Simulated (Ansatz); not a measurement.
```xyz
11

C     0.3965   -0.1844   -1.7074
Sn    0.4443   -0.0536    0.4135
N    -1.0170    1.0642    1.2534
O     0.0381   -1.8958    0.9778
H    -0.6201   -0.4119   -2.0285
H     0.7178    0.7539   -2.1596
H     1.0573   -0.9878   -2.0331
H     1.9175    0.4537    1.1226
H    -1.8342    1.2280    0.6821
H    -0.7135    1.9469    1.6403
H    -0.3865   -1.9132    1.8389
```

Total charge 0; spin multiplicity 1. Sn: def2 effective core potential.

Task: List the r2SCAN/def2-TZVPP orbital energies in eV (Ansatz). (An estimate is asked.)

Result: Ansatz gave: Occupied: -514.84, -384.71, -273.08, -136.91, -91.74, -91.74, -91.69, -26.74, -26.30, -26.18, -26.08, -26.07, -24.28, -21.42, -18.05, -12.81, -11.97, -10.94, -10.43, -10.26, -8.83, -8.00, -7.67, -6.68, -6.14. Lowest empty: -0.35, 0.10, 0.46, 1.46, 2.26, 2.62, 2.81, 2.92.
